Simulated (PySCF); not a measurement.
## Electronic structure of B (boron, neutral) at the UHF level

Configuration: [He] 2s2 3s1, 2S determinant (an excited configuration). Calculation: PySCF 2.14, in aug-cc-pVTZ (5s4p3d2f, 46 functions); no relativity, point nucleus.

| Item | Value |
| --- | --- |
| Total energy | -24.346953 hartree |
| One-electron energy | -31.2428 hartree |
| Hartree (Coulomb) energy | 10.4751 hartree |
| Exchange energy | -3.5793 hartree |
| Kinetic energy | 24.38797 hartree |
| ⟨S²⟩ | 0.7501 |
| ⟨L²⟩ | 0.000 |
| Sum of ⟨r⟩ | 10.15 bohr |
| Sum of ⟨r²⟩ | 46.13 bohr² |
| Density at the nucleus (Gaussians lack the cusp) | 69.9 bohr⁻³ |
| Spin density at the nucleus | 0.198 bohr⁻³ |
| Langevin diamagnetic susceptibility | -36.5 ×10⁻⁶ cm³/mol |

| shell | electrons | mean orbital energy (hartree) | rms radius, mean of both spins (bohr) |
| --- | --- | --- | --- |
| 1s α | 1 | -7.98630 | 0.378 |
| 1s β | 1 | -7.98111 | 0.378 |
| 2s α | 1 | -0.69260 | 1.96 |
| 2s β | 1 | -0.68093 | 1.96 |
| 3s α | 1 | -0.11021 | 6.18 |

The outer electron is Rydberg-like, and this basis confines it to a smaller radius and binds it less than a complete one would.
